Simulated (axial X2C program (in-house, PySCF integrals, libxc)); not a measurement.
## Worked dissociation energy of InSe: CCSD, spin-free

All values were computed with an in-house relativistic program for diatomic molecules. Spin-free means the one-electron spin-free X2C Hamiltonian. Basis: In dyall-cv3z [11s12p9d4f1g], Se dyall-cv3z [8s9p6d4f1g] (cores contracted in-house); Gaussian nuclei, density fitting, unrestricted open shells. Masses: In 114.904 u, Se 79.917 u.

Molecular state: M_S = 1/2, Λ = 0 (beyond evenly filled blocks: σα).

Correlated methods: 19 electrons correlated (number of frozen shells: In 4 s, 3 p, 1 d; Se 3 s, 2 p, 1 d), 275 virtual spin orbitals or spinors in MP2, 110 natural virtuals in coupled cluster.

| Item | Value |
| --- | --- |
| E(In) (2M_S = 1, M_L = 0) | -5878.769976 hartree |
| E(Se) (2M_S = 2, M_L = 0) | -2428.269310 hartree |
| E(InSe) at Re | -8307.137787 hartree |
| ωe | 243.5 cm⁻¹ |
| ωexe | 0.913 cm⁻¹ |

Q: Work out De and D0.

A: De = -5878.769976 + (-2428.269310) − (-8307.137787) = 0.09850 hartree = 2.680 eV. The zero-point energy is ωe/2 − ωexe/4 = 122 cm⁻¹ = 0.015 eV, so D0 = 2.665 eV.

De is counted from the lowest determinant-based energies of the atoms at the same level, without counterpoise correction. CCSD ran in a truncated set of natural virtual spinors with an MP2 remainder; without triples it tends to underbind. The state is one determinant with fixed occupations, lowest in a PBE0 search at one distance only: followed along the bond, the 2c determinant Ω = 3/2 reaches 0.02 eV lower at PBE0, at Re = 2.632 Å, so the state shown is not the lowest. Spin-free De lacks the spin–orbit lowering of the heavy p-block atom, a tenth of an eV or more for 4p and 5p, up to an eV for 6p and one to two eV for 7p atoms, less what an open-shell molecule gains itself.

Each atomic determinant is the lowest at this level and need not be a pure term. Totals compare only within one Hamiltonian and basis.
